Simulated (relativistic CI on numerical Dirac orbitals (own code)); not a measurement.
Computed by Dirac-Coulomb-Breit CI, orbitals from a KLI potential per configuration, model QED, valence Slater integrals scaled by 0.9, P86 correlation estimate, and configurations built on the next ion tied to the tabulated ionisation energy (semi-empirical) (own radial code, finite nucleus).

CI space (outside the closed core [Ar] 3d10): 4s²4p, 4s²4d, 4s²5s, 4s²5p, 4s²5d, 4s²6s, 4s²4f, 4s²5f, 4s4p², 4p³, 4s4p4d, 4p4d², 4s4p4f, 4p²4d, 4s4d², 4p²5s, 4p4f², 4s4p5s, 4p²4f, 4s4d5s, 4s4p5p, 4s4d4f, 4s²6p, 4s²5g. Levels of other configurations are missing.

Configurations that consist of the next ion and one excited electron were tied to the tabulated ionisation energy; Rydberg ones are usually within 1,000 to 3,000 cm⁻¹ and the lowest ones within about 6,000 (9,000 in d shells), while levels on excited terms of the next ion carry the error of that term, and the other configurations can be misplaced by 10,000 cm⁻¹ or more. Rates follow the energies as ν³ (E1, M1) or ν⁵ (E2), so rates, branching and lifetimes can be off by large factors.

Outline of the computed level scheme of Zr X. Lowest level of each configuration: 4s²4p ²P°1/2 at 0.0000 eV; 4s4p² ⁴P1/2 at 20.5574 eV; 4s²4d ²D3/2 at 43.0431 eV; 4p³ ⁴S°3/2 at 52.2238 eV; 4s4p4d ⁴F°3/2 at 60.8707 eV; 4s²5s ²S1/2 at 70.3033 eV; 4s²5p ²P°1/2 at 81.5707 eV; 4s²4f ²F°7/2 at 82.7719 eV.

Some strong electric-dipole decays among the lowest 45 levels: 4s²4f ²F°7/2 → 4s²4d ²D5/2 (9.0e+10 s⁻¹); 4s²4f ²F°5/2 → 4s²4d ²D3/2 (8.6e+10 s⁻¹); 4s²4d ²D5/2 → 4s²4p ²P°3/2 (5.3e+10 s⁻¹); 4s²5s ²S1/2 → 4s²4p ²P°3/2 (5.2e+10 s⁻¹); 4s²4d ²D3/2 → 4s²4p ²P°1/2 (4.9e+10 s⁻¹); 4s²5s ²S1/2 → 4s²4p ²P°1/2 (2.5e+10 s⁻¹); 4s²4d ²D3/2 → 4s²4p ²P°3/2 (1.0e+10 s⁻¹).

LS names give the leading component of a level, which can be under half, so a name can repeat, a term be missing and a line seem to break the LS rules.
